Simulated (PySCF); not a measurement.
## A thermochemical cycle for InP

PBE in PySCF with def2-SVPD on every atom (core potentials on In), for the lowest determinant that a PBE0 search found; no spin–orbit coupling. InP, a triplet (π ↑↑), has De = 2.14 eV to neutral atoms, and InP⁺, a quartet (σ ↑, π ↑↑), has De = 0.55 eV to In⁺ + P.

The adiabatic ionisation energy of InP, between the minima, is 7.17 eV.

Problem. Which ionisation energy of the In atom does this level give?

Solution. IE(In) = IE(molecule) + De(ion) − De(neutral) = 7.17 + 0.55 − 2.14 = 5.58 eV; the measured value is 5.786 eV (NIST ASD).

Spin–orbit coupling is left out, which matters for elements this heavy, above all for dissociation energies. For an ion De counts to the pair picked by the measured ionisation energies or electron affinities, which need not be the lowest pair at this level. States were picked by a PBE0 search and need not be the measured ground states.
